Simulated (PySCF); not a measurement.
A GIAO shielding run with PySCF 2.14.0 with density-fitted response routines (density fitting, non-relativistic, gas phase) on SMILES O=CO/C=C\[C@H]1CO[SiH2]O1, C5H8O4Si:

```
$ OMP_NUM_THREADS=1 python probes_run.py task.json out

{"job": {"kind": "nmr", "xc": "PBE0", "basis": "pcSseg-1"}, "charge": 0, "multiplicity": 1}
O      4.349191    -0.432094    -0.017651
C      3.605282     0.268469     0.598817
O      2.275104     0.235881     0.581596
C      1.655980    -0.697138    -0.229115
C      0.337447    -0.805765    -0.276845
C     -0.615080     0.040852     0.511977
C     -1.182690     1.192433    -0.367889
O     -2.444036     0.808233    -0.819868
Si    -3.050674    -0.452275     0.037671
O     -1.707785    -0.722102     0.939002
H      3.920473     1.068299     1.288079
H      2.334983    -1.310706    -0.806924
H     -0.114311    -1.542220    -0.921263
H     -0.109707     0.447552     1.393694
H     -0.537811     1.386802    -1.228822
H     -1.275189     2.108314     0.224509
H     -4.116040    -0.056409     0.941575
H     -3.333897    -1.531807    -0.893524
```

Hardware: 1 thread of an Arm Neoverse N1, shared host. The job also computes population analyses, field gradients, ring-centre shieldings.

**Question.** How large is the calculation?

**Answer.** 84 electrons, 217 basis functions and 1148 auxiliary functions.

**Question.** How long does it take, and how much memory does it need?

**Answer.** 80 s of wall time, with 15 SCF cycles and 5 response iterations; peak memory 0.96 GiB. Times on a shared host scatter by some tens of per cent.
